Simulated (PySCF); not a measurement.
`COC1C(C)=C1C`. Method used: PBE0-D3(BJ)/def2-SVP geometry optimisation, gas phase in PySCF.

```
atom  x, y, z in Å
C1    -1.3367    2.0592   -0.8585
O2    -0.0774    1.4665   -0.8075
C3     0.1194    0.6911    0.3419
C4     1.0826   -0.4211    0.2728
C5     2.5138   -0.7521    0.1624
C6    -0.1783   -0.7654    0.3331
C7    -1.2380   -1.7891    0.3456
H8    -2.1536    1.3110   -0.9031
H9    -1.5295    2.7112    0.0176
H10   -1.3870    2.6804   -1.7646
H11   -0.0054    1.2982    1.2608
H12    3.0792   -0.3207    1.0042
H13    2.6824   -1.8383    0.1446
H14    2.9314   -0.3171   -0.7594
H15   -0.8231   -2.8077    0.3564
H16   -1.8910   -1.6660    1.2248
H17   -1.8787   -1.6876   -0.5450
```

(1) What is the longest distance between nuclei?

(2) What is the repulsion energy of the bare nuclei, Σ ZA·ZB/RAB?

(3) Give the dihedral angles C3–C4–C5–H13, C1–O2–C3–H11, C6–C4–C5–H13.

(4) What are the angles H9–C1–H10, C4–C3–H11, C6–C3–H11, H12–C5–H13, C6–C7–H17, H15–C7–H16?

(5) Where is the centre of mass (commonest isotopes), and what is the radius of gyration?

(6) How far are the heavy atoms from their best plane (unweighted least squares)?

(7) Write the matrix of distances between heavy atoms (Å, lower triangle).

Results:

(1) H10···H13, 6.37 Å; the next longest distance is 6.20 Å.

(2) 294.88 Eh over 136 pairs, with full nuclear charges and distances in bohr; the largest single term is 18.24 Eh (C1 with O2).

(3) C3–C4–C5–H13 -179° (antiperiplanar); C1–O2–C3–H11 -59° (synclinal); C6–C4–C5–H13 -3° (synperiplanar). Dihedral signs follow IUPAC: positive where, seen along the central bond, the front bond turns clockwise onto the rear one.

(4) From the scalar product of the two bond vectors; for H9–C1–H10 it is -0.3791 Å² over 1.1090 × 1.0997 Å², cos θ = -0.3109. H9–C1–H10 108.1°; C4–C3–H11 121.7°; C6–C3–H11 121.3°; H12–C5–H13 108.7°; C6–C7–H17 110.3°; H15–C7–H16 108.6°.

(5) Mass 98.073 u; centre at (0.095, 0.113, -0.058) Å; Rg = √(Σ m r²/M) = 1.980 Å. As Ia + Ib + Ic = 2 Σ m r², the three principal moments sum to 769.3 u·Å².

(6) 0.259 Å rms; C1 0.08, O2 0.28, C3 0.55, C4 0.08, C5 0.20, C6 0.09, C7 0.17 Å (magnitudes).

(7) 
```
C1    0.000
O2    1.393  0.000
C3    2.331  1.400  0.000
C4    3.645  2.465  1.473  0.000
C5    4.876  3.546  2.801  1.473  0.000
C6    3.277  2.508  1.487  1.308  2.698  0.000
C7    4.033  3.644  2.827  2.695  3.897  1.473  0.000
```

No frequency check. One conformer, not necessarily the lowest.
